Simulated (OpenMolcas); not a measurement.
Ni3+: effect of the metal basis and ligand basis

Ni3+ with 4 ligands (chloride) in tetrahedral coordination (Td) at 2.23 Å. A charge of +0.25 e stands 2.6 Å behind each ligand.

* Program: OpenMolcas 26.06
* Method: CASSCF
* Spin-orbit coupling: state interaction with AMFI integrals over the reference wave functions

Fixed: active space 7 electrons in 5 orbitals (3d), DKH2 Hamiltonian.

States (labels of Td). Energies in cm-1 above the lowest state or level, χT in cm3 K/mol.

```csv
Run,Metal basis,Ligand basis,Ground state,First state of that spin,First gap with spin-orbit (degeneracies),χT at 300 K,First state of another spin,Cost
A,ANO-RCC-VDZP,ANO-RCC-VDZP,4A2,4T2 3976,"3784 (4, 4)",2.701,2S+1 = 2: 19371,roughly 50 core-seconds
B,ANO-RCC-VTZP,ANO-RCC-VTZP,4A2,4T2 3901,"3693 (4, 4)",2.753,2T1 20797,roughly 2.3 core-minutes
```

Against A, the first state of the same spin changes by -1.9 % in B.

Costs are those of the RASSCF and RASSI steps.

Without dynamic correlation the repulsion within the d shell is too large (B by tens of per cent), so at a given field states of lower spin stand too high. Ligand-to-metal charge-transfer states are missing. With no ligand orbital active B as a rule stays too high, so bands that hang on it stand too high and its fall with covalency is understated. With metal d orbitals alone and no dynamic correlation the field as a rule comes out too small, by tens of per cent, by up to half for chloride and softer ligands, and the orbital part of g and χT, which goes as 1/10Dq, too large. No measured value stands beside these numbers; the geometry is a model, was not optimised and need not be the one that this ion takes.

A state without a sure symmetry label is named by its multiplicity alone.
